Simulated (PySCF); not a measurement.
Compounds:
1. `C1[C@@H](F)C[C@@H](C(=C(F)F)F)N=C1`, C7H7F4N
2. SMILES CCC#CC[SiH2]C, C6H12Si
3. `CN(C)[Si@H](N)/C(F)=C\[SiH3]`, C4H13FN2Si2
4. `C=CC/P=P/N(C)C`, C5H11NP2
5. `O=C[SiH2]C=O`, C2H4O2Si
6. `C=C(C)C1C[SiH2]C1`, C6H12Si

Theoretical values (PySCF 2.14.0 with density-fitted response routines): shieldings: GIAO PBE0/pcSseg-1, structure optimised with GFN2-xTB. Relativity neglected, single conformer, in vacuum, fast rotation and ring inversion assumed for equivalent nuclei.

Chemical shifts δ = σref − σ; 1H and 13C against TMS, all at this level. Shifts are as computed. Against solution values, carbons near 30 ppm lie about +3 ppm off and those near 130 ppm about +5 ppm. Of 1211 compounds with measured shifts, 218 miss one by over three times the rms of a fit or turn the order of signals round; such compounds aren't used in these exercises. OH and NH positions are gas-phase values without hydrogen bonding to other molecules.

(1) Which show a 1H signal below 0.7 ppm from a carbon-bound hydrogen?

(2) Which show a 1H signal above 9 ppm from a carbon-bound hydrogen?

(3) Which show a 1H signal between 6.5 and 9 ppm from a carbon-bound hydrogen?

(4) Which give exactly 5 13C signals?

Results:

(1) 2 (0.29: hydrogen on a methyl carbon bonded to Si).

(2) 5 (12.08: hydrogen on a carbonyl carbon).

(3) 1 (7.93: hydrogen on a C=N carbon).

(4) 6 (δ 173.1, 115.0, 40.4, 29.0, 20.9).
